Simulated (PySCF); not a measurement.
## Correlation energy of Mn⁺ (manganese, charge +1)

Starting occupation: [Ar] 3d4 4s1 4p1, 3d5/2 with m_j = -1/2, +1/2, +3/2, +5/2, 4s1/2 with m_j = +1/2, 4p3/2 with m_j = +3/2. All numbers are calculated (PySCF 2.14, X2C-1e with screened-nucleus spin-orbit coupling, Gaussian nucleus, in x2c-TZVPall-2c with one added diffuse shell each of s, p, d type (7s8p5d1f, 63 functions)). Frozen: [Ne]; 14 electrons correlated; the 6 highest virtual spinors left out.

MP2 pair energies summed by pair of shells (mhartree):

| pair | energy | share (%) |
| --- | --- | --- |
| 3d-3p | -111.30 | 36.6 |
| 3p-3p | -84.67 | 27.8 |
| 3d-3d | -30.75 | 10.1 |
| 3p-3s | -24.05 | 7.9 |
| 3d-3s | -15.93 | 5.2 |
| 3p-4s | -10.27 | 3.4 |
| 3d-4s | -7.76 | 2.6 |
| 3p-4p | -6.53 | 2.1 |
| 3d-4p | -4.97 | 1.6 |
| 3s-3s | -3.84 | 1.3 |
| 4p-4s | -2.69 | 0.9 |
| 3s-4s | -0.89 | 0.3 |
| 3s-4p | -0.44 | 0.1 |

Total MP2 correlation energy: -304.08 mhartree.

The GHF reference relaxed away from the jj start to a determinant that is no pure jj level (⟨S²⟩ = 12.00, ⟨J²⟩ = 42.01); the energies belong to that determinant.

This basis was not built for core-valence correlation, so the inner-shell part is incomplete.
